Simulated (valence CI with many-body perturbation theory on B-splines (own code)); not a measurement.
# Energy levels of Ir²⁸⁺

Computed by valence CI with perturbative core correlation (CI+MBPT): three valence electrons over a frozen Dirac-Fock core [Kr] 4d10, a basis of 7 s, 7 p, 7 d, 7 f, 4 g, 2 h functions for each j, with the one-electron correlation potential Σ1, the two-electron term Σ2, the three-electron term Σ3, Breit, model QED; selected CI, second order for the rest, scaled by the run's own slope (own B-spline code, finite nucleus).

No measured spectrum was set against this ion. As an estimate, large intervals hold to a few tenths of a per cent, small ones and those within an open d or f shell to about a per cent. Excitations out of the core, of the other parity, are not computed and may begin above about 175 eV (a cautious bound); beyond it only levels of the ground parity were kept, without lifetimes.

Levels 1 to 45 of 133, with energies above the lowest level, 4f3 4I°_9/2. "Leading %" is the weight of the configuration and term that name the level; weights of strongly mixed levels are sums over their largest components and can fall short. In the jj column 3d3/2^4 stands for four electrons in 3d with j = 3/2. Lifetimes count E1, E2, E3, M1 and M2 decay at the calculated energies, and are blank where another channel may lead or the interval is too uncertain; long ones can be off by a factor of two.

```tsv
No.	Configuration	Term	J	E (cm⁻¹)	Leading %	Leading jj	g	Lifetime
1	4f3	4I°	9/2	0	79	4f5/2^3 (87 %)	0.767	
2	4f3	4I°	11/2	28093	94	4f5/2^2 4f7/2 (95 %)	0.970	1.25 ms
3	4f3	4F°	3/2	38881	56	4f5/2^3 (84 %)	0.662	
4	4f3	4I°	13/2	50135	87	4f5/2 4f7/2^2 (53 %)	1.084	2.34 ms
5	4f3	2G°	9/2	53550	34	4f5/2^2 4f7/2 (84 %)	1.009	1.12 ms
6	4f3	4F°	5/2	56962	51	4f5/2^3 (54 %)	0.897	10.9 ms
7	4f3	4S°	3/2	65526	56	4f5/2^2 4f7/2 (90 %)	1.527	3.72 ms
8	4f3	4G°	5/2	66085	56	4f5/2^2 4f7/2 (73 %)	0.774	4.29 ms
9	4f3	2G°	7/2	66470	46	4f5/2^2 4f7/2 (93 %)	1.049	7.02 ms
10	4f3	4I°	15/2	67975	69	4f5/2 4f7/2^2 (45 %)	1.150	6.95 ms
11	4f3	4G°	7/2	79315	68	4f5/2^2 4f7/2 (85 %)	1.049	2.34 ms
12	4f3	2K°	13/2	87666	82	4f5/2 4f7/2^2 (52 %)	0.960	692 μs
13	4f3	4F°	9/2	87968	58	4f5/2 4f7/2^2 (78 %)	1.175	1.21 ms
14	4f3	2H°	11/2	89151	60	4f5/2 4f7/2^2 (57 %)	1.111	1.42 ms
15	4f3	2D°	3/2	95112	29	4f5/2^2 4f7/2 (48 %)	1.142	1.12 ms
16	4f3	2P°	1/2	96628	57	4f5/2^2 4f7/2 (92 %)	0.373	1.51 ms
17	4f3	2G°	7/2	100350	50	4f5/2 4f7/2^2 (92 %)	1.013	860 μs
18	4f3	4G°	9/2	101410	78	4f5/2 4f7/2^2 (74 %)	1.113	967 μs
19	4f3	2D°	5/2	102100	42	4f5/2^2 4f7/2 (80 %)	1.190	1.47 ms
20	4f3	2L°	15/2	103000	49	4f5/2^2 4f7/2 (56 %)	1.034	975 μs
21	4f3	2H°	11/2	110780	65	4f5/2^2 4f7/2 (57 %)	1.052	2.14 ms
22	4f3	2D°	3/2	113520	39	4f5/2 4f7/2^2 (55 %)	1.124	1.19 ms
23	4f3	2D°	5/2	118780	75	4f5/2 4f7/2^2 (88 %)	1.196	896 μs
24	4f3	4G°	11/2	124670	54	4f5/2 4f7/2^2 (80 %)	1.119	1.16 ms
25	4f3	2H°	9/2	126420	46	4f5/2 4f7/2^2 (42 %)	1.065	743 μs
26	4f3	4D°	1/2	130200	57	4f5/2 4f7/2^2 (92 %)	0.284	1.50 ms
27	4f3	2I°	13/2	136150	93	4f5/2 4f7/2^2 (95 %)	1.065	1.58 ms
28	4f3	4D°	7/2	136470	90	4f5/2 4f7/2^2 (67 %)	1.393	1.61 ms
29	4f3	2D°	3/2	137740	46	4f5/2 4f7/2^2 (75 %)	1.036	469 μs
30	4f3	2K°	15/2	140080	48	4f7/2^3 (55 %)	1.014	554 μs
31	4f3	2L°	17/2	140390	100	4f5/2 4f7/2^2 (100 %)	1.056	1.82 ms
32	4f3	2H°	9/2	143000	49	4f7/2^3 (58 %)	1.029	596 μs
33	4f3	2F°	5/2	150790	51	4f5/2 4f7/2^2 (91 %)	1.035	330 μs
34	4f3	2D°	3/2	161850	55	4f7/2^3 (79 %)	1.023	449 μs
35	4f3	2H°	11/2	165220	63	4f7/2^3 (73 %)	1.075	466 μs
36	4f3	2F°	7/2	176940	83	4f5/2 4f7/2^2 (57 %)	1.138	499 μs
37	4f3	2D°	5/2	182440	59	4f7/2^3 (77 %)	1.112	364 μs
38	4f3	2G°	9/2	186410	90	4f5/2 4f7/2^2 (77 %)	1.090	859 μs
39	4f3	2G°	7/2	189330	83	4f5/2^2 4f7/2 (47 %)	0.930	1.17 ms
40	4f3	2F°	7/2	254410	87	4f7/2^3 (52 %)	1.121	202 μs
41	4f3	2F°	5/2	260760	99	4f5/2 4f7/2^2 (83 %)	0.858	
42	4f2 5s	4H	7/2	1227100	88	4f5/2^2 5s (97 %)	0.690	3.47 μs
43	4f2 5s	4H	9/2	1233000	51	4f5/2^2 5s (95 %)	0.970	1.98 μs
44	4f2 5s	4F	3/2	1248000	85	4f5/2^2 5s (88 %)	0.459	1.02 μs
45	4f2 5s	4F	5/2	1252900	57	4f5/2^2 5s (86 %)	1.014	1.00 μs
```

Names give the largest LS component (configuration and term), which can be under half, so a name can repeat, a term be missing and a line seem to break the LS rules; names also repeat where a configuration has a term twice.

The ionisation energy to 4f2 3H_4 of the next ion comes out as 958.2 eV (NIST: 980 ± 50 eV (theoretical)). All 133 levels together are meant to be complete up to 1414100 cm⁻¹.
